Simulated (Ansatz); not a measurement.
Relaxation of ClFH5O3W (11 atoms, charge 0, multiplicity 2), to a largest force component of 0.03 eV/Å in at most 50 steps.

These are results of UHF/def2-SVP (Ansatz 0.2.0), not measurements.

```xyz
11
Properties=species:S:1:pos:R:3
W -0.119 -0.066 -0.147
H 0.276 1.153 2.475
O 1.704 -0.332 0.089
H 2.183 -1.140 0.205
O 0.003 1.803 0.281
H -0.017 2.519 -0.338
O -1.905 -0.222 0.306
H -2.478 -0.934 0.548
Cl -0.187 -2.490 -0.446
H -0.215 0.217 -1.793
F 0.120 0.240 2.474
```

Task: Where does it end, and by what steps?

Result: The forces met the threshold. After 10 steps the energy has fallen by 0.042 eV; H2 moved furthest, 0.31 Å.

```csv
step,energy less start (eV),largest force component (eV/Å),accepted
0,0.0000,0.931,yes
1,0.0028,1.438,no
2,-0.0156,0.815,yes
3,-0.0242,0.627,yes
4,-0.0298,0.747,yes
5,-0.0366,0.231,yes
6,-0.0036,0.979,no
7,-0.0364,0.402,no
8,-0.0409,0.082,yes
9,-0.0415,0.042,yes
10,-0.0419,0.027,yes
```

```xyz
11
Properties=species:S:1:pos:R:3
W -0.102 -0.105 -0.124
H 0.144 1.240 2.205
O 1.714 -0.397 0.064
H 2.246 -1.170 0.186
O 0.020 1.760 0.377
H 0.010 2.515 -0.191
O -1.882 -0.244 0.348
H -2.461 -0.961 0.568
Cl -0.233 -2.503 -0.530
H -0.217 0.239 -1.756
F 0.127 0.374 2.506
```

Time of the run: 43 s on 4 threads of Arm Neoverse V2, with other jobs on the host, peak memory 0.44 GiB.
